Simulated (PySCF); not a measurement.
F₅Ta (SMILES [F][Ta]([F])([F])([F])[F]), singlet, geometry from GFN2-xTB (such geometries of metal compounds can be far from the true shape) (core potentials on Ta), with bond 6-1 at 2.0 times its length. Base run: PySCF with DF-B3LYP/def2-SVP.

The PySCF input:
```python
from pyscf import gto, scf, dft

mol = gto.Mole()
mol.atom = '''
    Ta   -0.00000000    0.00000000   -0.00000000
    F     1.17728340   -0.70291425    1.15928865
    F    -1.17728340    0.70291425   -1.15928865
    F     0.10068395    1.59598802    0.86545242
    F     1.13545340   -0.36286823   -1.37309692
    F    -2.47227470   -2.46623960    1.01528900
'''
mol.basis = 'def2-svp'
mol.ecp = {'Ta': 'def2-svp'}
mol.verbose = 4
mol.build()

mf = dft.RKS(mol)
mf.xc = 'b3lyp'
mf = mf.density_fit(auxbasis='def2-universal-jkfit')
mf.kernel()
mf.analyze()
```

The base run was repeated with changes; each row names its change, and settings that it needs were set with it.

```json
[
 {"change": "base", "ΔE vs base (mEh)": "0.000", "SCF cycles": "25", "outcome": "converged"},
 {"change": "solver = newton", "ΔE vs base (mEh)": "0.000", "SCF cycles": "-", "outcome": "converged"},
 {"change": "diis_space = 12", "ΔE vs base (mEh)": "0.000", "SCF cycles": "30", "outcome": "converged"},
 {"change": "conv_tol_grad = 1e-7", "ΔE vs base (mEh)": "0.000", "SCF cycles": "29", "outcome": "converged"},
 {"change": "diis_space = 2", "ΔE vs base (mEh)": "-", "SCF cycles": "50", "outcome": "not converged"},
 {"change": "level_shift = 0.3 (with mf.max_cycle = 100)", "ΔE vs base (mEh)": "-", "SCF cycles": "48", "outcome": "not converged"},
 {"change": "DIIS = ADIIS", "ΔE vs base (mEh)": "0.000", "SCF cycles": "29", "outcome": "converged"},
 {"change": "init_guess = vsap", "ΔE vs base (mEh)": "-", "SCF cycles": "-", "outcome": "input refused"},
 {"change": "level_shift = 0.5 (with mf.max_cycle = 100)", "ΔE vs base (mEh)": "-", "SCF cycles": "57", "outcome": "not converged"},
 {"change": "init_guess = mod_huckel", "ΔE vs base (mEh)": "0.000", "SCF cycles": "29", "outcome": "converged"},
 {"change": "level_shift = 0.1 (with mf.max_cycle = 100)", "ΔE vs base (mEh)": "-", "SCF cycles": "28", "outcome": "not converged"},
 {"change": "DIIS = EDIIS", "ΔE vs base (mEh)": "-", "SCF cycles": "50", "outcome": "not converged"},
 {"change": "conv_tol_grad = 1e-3", "ΔE vs base (mEh)": "0.000", "SCF cycles": "25", "outcome": "converged"}
]
```

- init_guess = vsap: ended with `AssertionError: ECP or PP not supported`
